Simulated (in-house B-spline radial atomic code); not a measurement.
# OEP/ALDAx excitations of Al+

Method: OEP/ALDAx. Computed with an all-electron radial atomic-structure program (B-spline basis): linear response of the closed shell [Ne] 3s2 with the adiabatic LDA exchange kernel on the exchange-only optimised effective potential; non-relativistic, point nucleus, no spin-orbit coupling, no double excitations, S, P, D and F terms only.

Command:
```bash
python run_td.py task.json out
```
Settings (radii: box in bohr, nucleus in fm):
```
Z                        13
electrons                12
configuration            [Ne] 3s2
hamiltonian              nr
method                   oep
box_radius               41.61
intervals                75
```

Cost of the run: 0.6 s on 1 thread of Arm Neoverse N1, with other jobs on the host.

The lowest states, in the order of their Tamm-Dancoff energies; the method's threshold (minus the highest occupied level) is 17.751 eV. Labels give the largest channel, * marks a mixed state, and oscillator strengths are full-response dipole values. Measured ¹D terms are left out, since they can mix with doubly excited terms. Semilocal kernels can invert the small singlet-triplet splittings of Rydberg terms. Energies in eV:

```tsv
state	full response	Tamm-Dancoff	oscillator strength	measured (J-weighted term)
3s → 3p 3P	3.729	4.051	-	4.651
3s → 3p 1P	7.345	7.722	1.77	7.421
3s → 4s 3S	10.288	10.307	-	11.317
3s → 3d 3D	10.362	10.426	-	11.847
3s → 4s 1S	11.041	11.061	-	11.822
3s → 3d 1D	11.296	11.301	-	-
3s → 4p 3P	11.909	11.929	-	13.075
3s → 4p 1P	?	?	?	?
3s → 5s 3S	?	?	-	?
3s → 4d 3D	13.897	13.912	-	15.062
```

Q: Where does 3s → 4p 1P lie?

A: At 12.388 eV in full response, 12.448 eV in Tamm-Dancoff, oscillator strength 0.00979; measured 13.257 eV.

Q: Where does 3s → 5s 3S lie?

A: At 13.836 eV in full response, 13.842 eV in Tamm-Dancoff; measured 14.890 eV.

Q: How large is the singlet-triplet splitting of 3s → 3p (P terms) in Tamm-Dancoff?

A: 3.67 eV, from the unrounded values.

Q: What polarisabilities and dispersion coefficient does the method give?

A: Dipole 24.67 bohr³, quadrupole 141.4 bohr⁵, C6 126.7 hartree·bohr⁶ for two such species.
